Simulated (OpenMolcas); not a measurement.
A run on Mn3+ among 3 point charges of -3 e arranged as a planar triangle (D3h), 2.03 Å from the ion.

| Item | Value |
| --- | --- |
| Program | OpenMolcas 26.06 |
| Method | CASSCF |
| Basis | ANO-RCC-VDZP [5s4p2d1f] |
| Scalar Hamiltonian | DKH2, point nucleus |
| Active space | 4 electrons in 5 orbitals (3d) |
| State averaging | 2S+1 = 5 even, 5 roots; 2S+1 = 3 even, 45 roots; 2S+1 = 1 even, 50 roots |
| Spin-orbit coupling | RASSI with atomic mean-field integrals over the reference wave functions |

34 basis functions. Blocks (2S+1, parity, CSFs, roots kept): 5, even, 5, 5; 3, even, 45, 45; 1, even, 50, 50.

How long do the RASSCF and RASSI steps take on 1 thread of Arm Neoverse V1, on a shared host?

About 24 s of wall time, without the integral step.
